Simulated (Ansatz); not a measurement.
# Ligand exchange: AlBr3 + C2H4F2 → Al(CH3)Br2 + CHBrF2

Species: AlBr3 (aluminum bromide) `[Br][Al]([Br])[Br]`, singlet; C2H4F2 `CC(F)F`, singlet; Al(CH3)Br2, singlet; CHBrF2 (bromodifluoromethane) `FC(F)Br`, singlet. The partners trade Br for CH3: Al–Br and C–CH3 bonds give way to Al–CH3 and C–Br.

Shapes, held fixed at every level: PBE0-D4/def2-TZVP. Programs: Ansatz 0.2.0. Electronic energies: no zero-point or thermal term.

```tsv
level	kind	ΔE (kJ/mol)	less CCSD(T)/def2-TZVPP
HF/def2-SVP	Hartree–Fock	+225.3	+37.4
SPW92/def2-TZVPP	LDA	+170.3	-17.6
B3LYP-D4/def2-TZVPP	global hybrid	+181.4	-6.5
PBE0-D4/def2-TZVPP	global hybrid	+182.8	-5.1
MP2/def2-SVP	perturbation theory	+208.4	+20.5
CCSD(T)/def2-SVP	coupled cluster or CI	+206.3	+18.4
CCSD/def2-TZVPP	coupled cluster or CI	+192.3	+4.4
CCSD(T)/def2-TZVPP	coupled cluster or CI	+187.9	0.0
```

The highest level, CCSD(T)/def2-TZVPP, gives ΔE = +187.9 kJ/mol; the levels span +170.3 to +225.3. The column of differences is taken from that level and isn't an error. No measured value is set beside it here. Relativity is left out for Br unless named. Correlated rows may include outer-core shells of Br, which these sets cover unevenly.
